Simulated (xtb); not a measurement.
Bi(Ph)5 (C30H25Bi), SMILES [c]1([Bi]([c]2ccccc2)([c]2ccccc2)([c]2ccccc2)[c]2ccccc2)ccccc1. All values are semi-empirical tight-binding results from xtb (GFN2-xTB unless named), good for trends rather than for accurate numbers. Coordinates come from a GFN2-xTB optimisation. The values are those of a single conformer.

Optimised geometry:

Bonded distances (Å): Bi1–C2 2.288, Bi1–C13 2.296, Bi1–C24 2.297, Bi1–C35 2.290, Bi1–C46 2.265, C2–C3 1.383, C2–C7 1.382, C3–C4 1.387, C3–H8 1.081, C4–C5 1.385, C4–H9 1.081, C5–C6 1.384, C5–H10 1.080, C6–C7 1.387, C6–H11 1.080, C7–H12 1.081, C13–C14 1.384, C13–C18 1.382, C14–C15 1.386, C14–H19 1.082, C15–C16 1.385, C15–H20 1.081, C16–C17 1.384, C16–H21 1.081, C17–C18 1.387, C17–H22 1.081, C18–H23 1.081, C24–C25 1.382, C24–C29 1.384, C25–C26 1.387, C25–H30 1.081, C26–C27 1.384, C26–H31 1.081, C27–C28 1.385, C27–H32 1.081, C28–C29 1.386, C28–H33 1.081, C29–H34 1.082, C35–C36 1.383, C35–C40 1.382, C36–C37 1.387, C36–H41 1.081, C37–C38 1.385, C37–H42 1.081, C38–C39 1.385, C38–H43 1.080, C39–C40 1.387, C39–H44 1.081, C40–H45 1.081, C46–C47 1.383, C46–C51 1.383, C47–C48 1.386, C47–H52 1.081, C48–C49 1.385, C48–H53 1.080, C49–C50 1.385, C49–H54 1.080, C50–C51 1.386, C50–H55 1.080, C51–H56 1.081. Bond angles (°): C2–Bi1–C13 86.3, C2–Bi1–C24 91.7, C2–Bi1–C35 130.9, C2–Bi1–C46 114.3, C13–Bi1–C24 175.7, C13–Bi1–C35 91.9, C13–Bi1–C46 92.3, C24–Bi1–C35 86.6, C24–Bi1–C46 91.9, C35–Bi1–C46 114.8, Bi1–C2–C3 119.6, Bi1–C2–C7 120.3, C3–C2–C7 120.0, C2–C3–C4 120.0, C2–C3–H8 120.1, C4–C3–H8 119.9, C3–C4–C5 120.0, C3–C4–H9 119.9, C5–C4–H9 120.1, C4–C5–C6 120.0, C4–C5–H10 120.0, C6–C5–H10 120.0, C5–C6–C7 120.0, C5–C6–H11 120.1, C7–C6–H11 119.9, C2–C7–C6 120.1, C2–C7–H12 120.1, C6–C7–H12 119.8, Bi1–C13–C14 117.9, Bi1–C13–C18 122.3, C14–C13–C18 119.7, C13–C14–C15 120.3, C13–C14–H19 119.9, C15–C14–H19 119.8, C14–C15–C16 119.9, C14–C15–H20 120.0, C16–C15–H20 120.1, C15–C16–C17 119.9, C15–C16–H21 120.0, C17–C16–H21 120.0, C16–C17–C18 119.9, C16–C17–H22 120.1, C18–C17–H22 119.9, C13–C18–C17 120.3, C13–C18–H23 120.0, C17–C18–H23 119.7, Bi1–C24–C25 122.3, Bi1–C24–C29 118.0, C25–C24–C29 119.7, C24–C25–C26 120.3, C24–C25–H30 120.0, C26–C25–H30 119.8, C25–C26–C27 119.9, C25–C26–H31 119.9, C27–C26–H31 120.1, C26–C27–C28 119.9, C26–C27–H32 120.0, C28–C27–H32 120.0, C27–C28–C29 119.9, C27–C28–H33 120.1, C29–C28–H33 120.0, C24–C29–C28 120.3, C24–C29–H34 119.9, C28–C29–H34 119.8, Bi1–C35–C36 119.9, Bi1–C35–C40 119.9, C36–C35–C40 120.0, C35–C36–C37 120.0, C35–C36–H41 120.1, C37–C36–H41 119.9, C36–C37–C38 119.9, C36–C37–H42 119.9, C38–C37–H42 120.1, C37–C38–C39 120.0, C37–C38–H43 120.0, C39–C38–H43 120.0, C38–C39–C40 120.0, C38–C39–H44 120.1, C40–C39–H44 119.9, C35–C40–C39 120.0, C35–C40–H45 120.1, C39–C40–H45 119.9, Bi1–C46–C47 120.2, Bi1–C46–C51 119.8, C47–C46–C51 120.0, C46–C47–C48 120.0, C46–C47–H52 120.0, C48–C47–H52 120.0, C47–C48–C49 120.0, C47–C48–H53 119.9, C49–C48–H53 120.2, C48–C49–C50 119.9, C48–C49–H54 120.0, C50–C49–H54 120.0, C49–C50–C51 120.0, C49–C50–H55 120.2, C51–C50–H55 119.9, C46–C51–C50 120.0, C46–C51–H56 119.9, C50–C51–H56 120.0.
Charge 0, spin multiplicity 1.

For metal compounds this method's bond lengths and energies can be far off.

### Question
Estimate the properties. (An estimate is asked for; the answer gives what the named calculation found.)

### Answer

```json
{
  "orbital_gap": "2.58 eV",
  "zero_point_energy": "273.4 kcal/mol",
  "G − E(el) at 298.15 K (modified RRHO)": "235.1 kcal/mol"
}
```

Computed atomic charges and the Wiberg bond orders between heavy atoms:
charges (e) Bi1 0.52, C2 -0.08, C3 -0.03, C4 -0.03, C5 -0.03, C6 -0.03, C7 -0.03, H8 0.02, H9 0.03, H10 0.03, H11 0.03, H12 0.02, C13 -0.11, C14 -0.03, C15 -0.03, C16 -0.03, C17 -0.03, C18 -0.03, H19 0.02, H20 0.02, H21 0.03, H22 0.02, H23 0.02, C24 -0.11, C25 -0.03, C26 -0.03, C27 -0.03, C28 -0.03, C29 -0.03, H30 0.02, H31 0.02, H32 0.03, H33 0.02, H34 0.02, C35 -0.08, C36 -0.03, C37 -0.03, C38 -0.03, C39 -0.03, C40 -0.03, H41 0.03, H42 0.03, H43 0.03, H44 0.03, H45 0.02, C46 -0.07, C47 -0.03, C48 -0.03, C49 -0.03, C50 -0.03, C51 -0.03, H52 0.03, H53 0.03, H54 0.03, H55 0.03, H56 0.03. Bond orders Bi1–C2 0.59, C2–C3 1.43, C3–C4 1.43, C4–C5 1.44, C5–C6 1.44, C2–C7 1.44, C6–C7 1.43, Bi1–C13 0.48, C13–C14 1.43, C14–C15 1.43, C15–C16 1.44, C16–C17 1.44, C13–C18 1.44, C17–C18 1.43, Bi1–C24 0.48, C24–C25 1.44, C25–C26 1.43, C26–C27 1.44, C27–C28 1.44, C24–C29 1.43, C28–C29 1.43, Bi1–C35 0.59, C35–C36 1.43, C36–C37 1.43, C37–C38 1.44, C38–C39 1.44, C35–C40 1.44, C39–C40 1.43, Bi1–C46 0.68, C46–C47 1.44, C47–C48 1.43, C48–C49 1.44, C49–C50 1.44, C46–C51 1.44, C50–C51 1.43.
